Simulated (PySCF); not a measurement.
## Continuum solvent and chemical shifts

Atoms are numbered as in `[cH:1]1[cH:2][cH:3][c:4]([CH:5]2[CH2:6][SiH2:7][CH2:8]2)[n:9][cH:10]1`; H(Xn) means a hydrogen on atom n. Ha(C6), Ha(Si7), Ha(C8) are cis to C4 on the ring; Hb(C6), Hb(Si7), Hb(C8) are trans to C4 on the ring.

GIAO PBE0/pcSseg-1 in PySCF 2.14.0 with density-fitted response routines on one PBE0-D3(BJ)/def2-SVP conformer, non-relativistic, equivalent nuclei averaged. Solvents enter as an IEF-PCM continuum (acetone with ε = 20.5, water with ε = 78.4) around the gas-phase geometry. Shifts are referred to TMS computed in the same medium.

Gas phase, δ in ppm: C4 177.4, C10 153.6, C2 142.4, C3 125.7, C1 125.7, C5 46.9, C6/C8 16.9, Si7 -26.6, H(C10) 8.54, H(C2) 7.81, H(C3) 7.57, H(C1) 7.06, Ha(Si7) 5.25, Hb(Si7) 5.09. Dipole moment 1.60 D.

Q: How does each δ change in the continuum?

A: 
```
  atoms                                                environment  Δδ, acetone  Δδ, water
     C4        substituted aromatic carbon next to a ring nitrogen         +1.1       +1.1
    C10                        aromatic CH next to a ring nitrogen         +0.8       +0.9
     C2                                                aromatic CH         +3.4       +3.7
     C3                                                aromatic CH         +2.8       +3.1
     C1                                                aromatic CH         +2.6       +2.8
     C5                                 sp3 CH on an aromatic ring         +1.3       +1.4
  C6/C8                                       sp3 CH2 bonded to Si         +0.9       +1.0
    Si7           silicon bonded to 2 C, 2 H, in a 4-membered ring         +0.8       +0.9
 H(C10)         hydrogen on an aromatic CH next to a ring nitrogen         0.00       0.00
  H(C2)                                 hydrogen on an aromatic CH        +0.35      +0.38
  H(C3)                                 hydrogen on an aromatic CH        +0.30      +0.33
  H(C1)                                 hydrogen on an aromatic CH        +0.34      +0.37
Ha(Si7)  hydrogen on a silicon bonded to 2 C, in a 4-membered ring        -0.03      -0.03
Hb(Si7)  hydrogen on a silicon bonded to 2 C, in a 4-membered ring        -0.08      -0.09
```

Changes are relative to the gas phase. The dipole moment becomes 2.40 D in acetone, 2.47 D in water.

Q: Which of the listed nuclei move most (in ppm), and what does the model miss? (N and O are left out, as their reference compounds move with the solvent too.)

A: C2 (aromatic CH, +3.7 ppm) in water. A continuum only polarises the solute; specific hydrogen bonds, the anisotropy of aromatic solvents and changes of geometry or conformer are outside it.
